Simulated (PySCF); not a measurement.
Field gradients at the hydrogen positions

C2H7BS3Si.
Cartesian coordinates in Å at the PBE0-D3(BJ)/def2-SVP level; atoms count from 1:
```xyz
14
C2H7BS3Si angstrom
Si    -2.6677    0.0479    0.1710
S     -1.4436   -1.0521    1.5672
C      0.2404   -0.5006    1.1331
C      0.7774   -1.1825   -0.1107
S      2.3100   -0.3565   -0.6741
B      1.8424    1.2641   -0.0923
S      0.3928    1.3271    0.9545
H     -2.1608   -0.0844   -1.2268
H     -2.7921    1.4885    0.5281
H     -3.9922   -0.6248    0.2980
H      0.8500   -0.7759    2.0082
H      0.0458   -1.1307   -0.9314
H      0.9948   -2.2403    0.0937
H      2.4689    2.2497   -0.3710
```

Level: PBE0/pcSseg-1 (PySCF, non-relativistic); Q(2H) = 0.00286 b; rigid geometry, the same for H and D, with no vibrational averaging.

**Question.** Rank these positions by the coupling χzz of a deuteron there, largest first.
A. H13 (methylene hydrogen)
B. H14 (B–H hydrogen)
C. H9 (Si–H hydrogen)
D. H11 (methine hydrogen)

**Answer.** A (193 kHz), D (187 kHz), B (140 kHz), C (95 kHz).

**Question.** Give the electric field gradient Vzz (the principal value of largest size), its asymmetry and the 2H coupling at each hydrogen.

**Answer.** 
```csv
atom,bonded to,bond length (Å),Vzz (au),η,χzz (kHz)
H8,Si1,1.493,0.1403,0.05,94
H9,Si1,1.489,0.1414,0.03,95
H10,Si1,1.491,0.1403,0.04,94
H11,C3,1.101,0.2778,0.02,187
H12,C4,1.101,0.2812,0.05,189
H13,C4,1.099,0.2873,0.03,193
H14,B6,1.201,0.2090,0.02,140
```

**Question.** Average by the element that carries the hydrogen.

**Answer.** on Si: 95 kHz over 3 positions, mean bond length 1.491 Å; on C: 190 kHz over 3 positions, mean bond length 1.100 Å; on B: 140 kHz over 1 position, mean bond length 1.201 Å.

**Question.** Give the 2H NMR doublet splittings at H13 for a magnetic field along the z, y and x axes of the gradient: 3χ/2, 3χ(1 + η)/4, 3χ(1 − η)/4.

**Answer.** With |χ| = 193.0 kHz and η = 0.035: 290, 150 and 140 kHz, to first order and without motion.

Isolated species at its PBE0-D3(BJ)/def2-SVP geometry (one conformer only). A larger basis could move these couplings by a tenth or more.
